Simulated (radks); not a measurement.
Problem. Radial electron density D(r) = 4 pi r^2 rho(r) of an atom or ion with 45 electrons. Method: Dirac Kohn-Sham, PBE, spin-unpolarised, spherical densities, finite nucleus; Fermi nuclear charge, rms radius of each element as measured or else 0.836 A^(1/3) + 0.57 fm; computed with a radial shooting solver on a logarithmic mesh with Libxc functionals.

| r (bohr) | D(r) (e/bohr) |
|---|---|
| 0.002624 | 7.064 |
| 0.003417 | 10.73 |
| 0.004449 | 15.94 |
| 0.005793 | 22.97 |
| 0.007483 | 31.57 |
| 0.009744 | 41.73 |
| 0.01269 | 51.81 |
| 0.01652 | 59.48 |
| 0.02151 | 62.30 |
| 0.02801 | 59.61 |
| 0.03648 | 54.70 |
| 0.04712 | 54.26 |
| 0.06135 | 62.80 |
| 0.07989 | 74.98 |
| 0.104 | 76.83 |
| 0.1355 | 63.85 |
| 0.1764 | 52.99 |
| 0.2297 | 58.44 |
| 0.2967 | 62.68 |
| 0.3863 | 45.66 |
| 0.503 | 23.28 |
| 0.655 | 18.08 |
| 0.8529 | 20.31 |
| 1.111 | 15.54 |
| 1.446 | 7.567 |
| 1.868 | 2.602 |
| 2.432 | 0.5880 |
| 3.167 | 0.07851 |
| 4.124 | 0.004821 |

What is the nuclear charge?

Solution. Z = 48. The innermost maximum, from 1s, lies near gamma/Z bohr with gamma = sqrt(1 - (Z/c)^2) = 0.937, here 0.0195 bohr (found: 0.0213), and its height grows with Z. The density is that of the cadmium ion Cd3+ in [Kr] 4d9; the configuration itself is not fixed sharply by these data, and Z only to a few units. D(r) has 4 maxima, at r = 0.0213, 0.0945, 0.281, 0.839 bohr, and minima at 0.0425, 0.182, 0.619 bohr, inside which lie 2.05, 11.14, 29.00 electrons.
